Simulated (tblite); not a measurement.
Compound: 2-fluoroanisole, C7H7FO.
Numbering: `[CH3:1][O:2][c:3]1[cH:4][cH:5][cH:6][cH:7][c:8]1[F:9]` (hydrogens: H10, H11, H12 on C1; H13 on C4; H14 on C5; H15 on C6; H16 on C7)

Computed with GFN2-xTB (tblite), gas phase: nudged elastic band of 9 images (0 to 8), spring 0.2 eV/Å², climbing image at the end, force threshold 0.05 eV/Å. No saddle search or frequency run followed, so the top image need not be a first-order saddle, and its height can exceed the method's true barrier by a kcal/mol or more.

The band describes a rotation about C3–O2 (aromatic carbon bearing oxygen, aryl ether oxygen), followed by the dihedral C4–C3–O2–C1, from the optimised start (1°) to a second optimised geometry at -179°.

Problem. Give the energy profile along the converged band.

Solution. 
```tsv
image	dihedral (°)	E (kcal/mol)	C3–O2 (Å)	C4···C1 (Å)	largest true force (eV/Å)
0	1	0.00	1.357	2.84	0.01
1	21	0.95	1.359	2.88	0.05
2	45	2.75	1.365	2.96	0.05
3	70	4.08	1.374	3.08	0.04
4	94	4.25	1.377	3.24	0.03
5	119	3.20	1.371	3.42	0.04
6	140	2.21	1.363	3.55	0.05
7	159	0.90	1.358	3.61	0.07
8	-179	0.11	1.356	3.64	0.01
```

Barriers of this band. The top is image 4 at 94°: 4.25 kcal/mol forward and 4.14 kcal/mol back; the end lies 0.11 kcal/mol above the start. The central bond is 0.020 Å longer at the top than at the start.

Problem. What rate follows at 298 K for crossing this barrier forward?

Solution. Taking the electronic barrier for the free energy of activation (no zero-point or entropy terms, transmission 1), rate = (kT/h)·exp(−ΔE/kT) ≈ 5 × 10^9 s⁻¹, whose inverse is 2 × 10^-10 s. An error of 1 kcal/mol in the barrier changes this by a factor of 5, and the method and the loose band can each miss by that much or more.

Problem. How long is the path, and how are the images spaced?

Solution. Cartesian distances between aligned neighbours (all atoms, Å): 0.76, 0.81, 0.84, 0.84, 0.87, 0.83, 0.81, 0.80; the sum is 6.55 Å, and the top lies 50 % of the way along.

The cost below is that of the whole band run. On an AMD EPYC 7B13 with one thread, no GPU, shared host, this took 3.2 s and 0.18 GiB of memory at its peak.
